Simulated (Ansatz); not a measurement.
`C/C(F)=C/Br` and `C/C(F)=[CH]/[GeH3]` differ in one atom or group.

Ansatz, PBE0-D4/def2-TZVP geometries, multiplicity 1. 

Scalar relativity is left out up to krypton. Spin–orbit coupling is left out; it splits and shifts lone-pair levels of the heavy atoms by tenths of an eV.

```json
{"property": "size of the dipole moment (PBE/def2-TZVPP) / D", "`C/C(F)=C/Br`": "2.50"}
{"property": "LUMO energy (ωB97M-V/def2-TZVPP) / eV", "`C/C(F)=C/Br`": "2.28"}
{"property": "HOMO energy (PBE0/def2-TZVPP) / eV", "`C/C(F)=C/Br`": "-7.01"}
{"property": "LUMO energy (PBE0/def2-TZVPP) / eV", "`C/C(F)=C/Br`": "0.14"}
{"property": "HOMO energy (ωB97M-V/def2-TZVPP) / eV", "`C/C(F)=C/Br`": "-9.16"}
{"property": "HOMO–LUMO gap (ωB97M-V/def2-TZVPP) / eV", "`C/C(F)=C/Br`": "11.45"}
```

(1) What does the change do to each property? (Estimate.)

Answers

(1) Ansatz gave: 
```
                                      property  `C/C(F)=[CH]/[GeH3]`  shift
size of the dipole moment (PBE/def2-TZVPP) / D                  1.89  -0.61
         LUMO energy (ωB97M-V/def2-TZVPP) / eV                  1.97  -0.31
            HOMO energy (PBE0/def2-TZVPP) / eV                 -7.38  -0.37
            LUMO energy (PBE0/def2-TZVPP) / eV                 -0.08  -0.22
         HOMO energy (ωB97M-V/def2-TZVPP) / eV                 -9.60  -0.44
       HOMO–LUMO gap (ωB97M-V/def2-TZVPP) / eV                 11.57   0.12
```

With PBE0 the HOMO falls by 0.37 eV and the LUMO falls by 0.22 eV, so the gap widens by about 0.15 eV. PBE moves the HOMO by -0.37 eV and ωB97M-V by -0.44 eV. Dipoles are sizes alone; their direction can turn.
